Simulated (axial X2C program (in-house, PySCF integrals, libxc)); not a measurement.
InCN⁻: properties at the nuclei

Calculated with an in-house all-electron X2C program for linear molecules (integrals from PySCF): two-component X2C with atomic mean-field Coulomb and Gaunt terms, Gaussian nuclei, basis In dyall-v3z, C dyall-v3z, N dyall-av3z with contracted cores.

In–C–N held linear, with bonds 2.367 and 1.165 Å (near the PBE0 minimum at charge -1 of the determinant lowest at the starting distance; the state shown can have its own minimum elsewhere, held linear; other orders of the atoms were not compared).

Determinant lowest in the PBE0 search, Ω = 1/2 (⟨Sz⟩ = -0.50, ⟨Lz⟩ = 1.00 at PBE0), spin on the atoms In -0.53, C 0.05, N -0.03:

| level | Eeff magnitude (GV/cm) | Ws magnitude In (kHz) | A∥/gI In (MHz) | qzz In (a.u.) | A∥/gI C (MHz) | qzz C (a.u.) | A∥/gI N (MHz) | qzz N (a.u.) |
| --- | --- | --- | --- | --- | --- | --- | --- | --- |
| PBE0 | 0.157 | 0.166 | 1520 | -1.38 | 12.9 | -0.66 | 30.4 | -1.01 |
| HF | 1.16 | 1.31 | 1490 | -1.38 | 9.18 | -0.77 | 20.7 | -1.16 |
| BHandHLYP | 0.0605 | 0.0804 | 1350 | -1.22 | 4 | -0.73 | 27.4 | -1.09 |

Determinant 0.14 eV from it at PBE0 and this distance, Ω = 3/2 (⟨Sz⟩ = 0.50, ⟨Lz⟩ = 1.00 at PBE0), spin on the atoms In 0.53, C -0.06, N 0.03:

```csv
level,Eeff magnitude (GV/cm),Ws magnitude In (kHz),A∥/gI In (MHz),qzz In (a.u.),A∥/gI C (MHz),qzz C (a.u.),A∥/gI N (MHz),qzz N (a.u.)
PBE0,0.98,0.363,65.5,-1.72,-3.37,-0.66,7.12,-1.01
HF,4.1,1.56,-3.62,-1.70,-4.43,-0.77,9.48,-1.16
BHandHLYP,0.946,0.353,134,-1.57,-1.45,-0.73,7.75,-1.09
```

Eeff is the effective electric field on the electron electric dipole moment in this Ω state and Ws the scalar–pseudoscalar constant of the nucleus named (defined with the proton number Z and per Ω); A∥ (defined per Ω) follows by multiplying with gI = μI/(I μN); qzz is the electric field gradient, eQq0 = 234.96 MHz × Q/barn × qzz. The operators were transformed with the bare-nucleus X2C matrices; with these basis sets, hyperfine constants and field gradients can be off by tens of per cent, and where levels differ in sign neither size nor sign is settled.

(1) With gI(115In) = 1.2313, Q(115In) = 0.772 barn, gI(14N) = 0.4038, Q(14N) = 0.02044 barn (g factors from the IAEA table of nuclear moments by Stone; Q from Pyykkö, Mol. Phys. 2018), turn the PBE0 values of the first state into constants in MHz.

The molecule was held linear; bending was not examined, so a bent shape may lie lower.

Each state is one determinant with collinear spin. Unrestricted Hartree–Fock can overshoot spin polarisation at the nuclei. In the state Ω = 1/2 the sign of Eeff differs between levels (BHandHLYP against PBE0). For an anion, determinants above electron detachment, or with a positive highest level, are held by the basis set. Where Eeff spreads by more than a factor of two the levels disagree and none is to be relied on. The search compared states at one distance, so a state with another bond length can lie lower. The sign of Ws at In differs between levels in the first state. Where a field gradient or hyperfine factor spreads by more than a factor of two over the levels, a constant derived from it is not to be relied on. PBE0 term energies can be off by some tenths of an eV.

## Answers

(1) A∥(115In) = 1520 × 1.2313 = 1870 MHz; eQq0(115In) = 234.96 × (0.772) × (-1.38) = -250 MHz; A∥(14N) = 30.4 × 0.4038 = 12.3 MHz; eQq0(14N) = 234.96 × (0.02044) × (-1.01) = -4.85 MHz.
